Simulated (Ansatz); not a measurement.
Cost and result for the atomization energy of CH6N2SiZn (`[NH2][Zn][N]1C[SiH2]1`) (11 atoms, 11 bonds).

Cartesian coordinates in Å:
```
N -1.730 -2.465 1.039
Zn -0.811 -1.027 0.430
N 0.189 0.351 -0.149
C 1.654 0.621 -0.222
Si 0.473 1.882 -0.821
H -2.310 -2.331 1.855
H -2.260 -2.995 0.362
H 2.222 0.011 -0.925
H 2.168 0.748 0.731
H 0.239 2.105 -2.269
H 0.166 3.100 -0.032
```

Total charge 0; spin multiplicity 1. For Zn the d shell is correlated and the shells below it are frozen. Scalar relativity is left out up to krypton. Geometry: relaxed with PBE0-D4/def2-TZVP. It is one conformer, not always the lowest. Program: Ansatz. All runs use 4 threads of an Intel Xeon Platinum 8488C on a shared host. Times are those of one run each, without the atoms' runs, and a repeat can differ threefold. Electronic energies, without spin–orbit coupling; frozen cores. CCSD(T)/CBS adds CCSD(T) − MP2 in def2-TZVPP to the MP2 limit, and its time is that of the two runs behind it. T1 = 0.015. With those shells the extrapolation isn't a true limit.

CCSD(T)/CBS is a level of theory with its own doubt, some kJ/mol a heavy atom from the limit and from the frozen cores, so smaller differences don't rank the functionals.

```csv
level,functions,wall time,atomization (kcal/mol),difference from CCSD(T)/CBS,per bond
LDA (SPW92)/def2-TZVPP,283,1.1 s,967.4,133.3,12.1
revPBE-D4/def2-TZVPP,283,1.5 s,828.4,-5.7,-0.5
BLYP-D4/def2-TZVPP,283,1.6 s,832.7,-1.4,-0.1
PBE0-D4/def2-TZVPP,283,2.7 s,833.5,-0.6,-0.1
r2SCAN-D4/def2-TZVPP (with forces),283,2.9 s,834.9,0.8,0.1
r2SCANh-D4/def2-TZVPP,283,3.8 s,828.2,-5.9,-0.5
CCSD(T)/def2-SVP,121,4.5 s,763.0,-71.1,-6.5
B97M-V/def2-TZVPP,283,5.5 s,832.2,-1.9,-0.2
B2PLYP/def2-TZVPP,283,6 s,823.8,-10.3,-0.9
ωB97X-V/def2-TZVPP,283,6.5 s,842.8,8.7,0.8
MP2/def2-QZVPP,521,18 s,840.3,6.2,0.6
CCSD(T)/def2-TZVPP,283,2.4 min,805.6,-28.5,-2.6
CCSD(T)/CBS(def2),–,2.6 min,834.1,0.0,0.0
```

The D4 term adds +8.6 kcal/mol with B3LYP and +4.5 kcal/mol with PBE0; it sums over pairs of atoms, weighted by their polarisabilities, and B3LYP, whose exchange is more repulsive, gets the larger term. From r2SCAN to r2SCAN0 (25 % exact exchange), in def2-TZVPP and without D4, the atomization energy moves by −16.6 kcal/mol: exact exchange takes away binding that semilocal exchange gives to molecules. At CCSD(T), def2-SVP lies −71.1 kcal/mol from the extrapolated value and def2-TZVPP −28.5 kcal/mol: correlation converges slowly with the basis, and small sets miss more of it in the bonded molecule than in its fragments.

B3LYP here is the variant with VWN-RPA as its local correlation; programs differ in this.
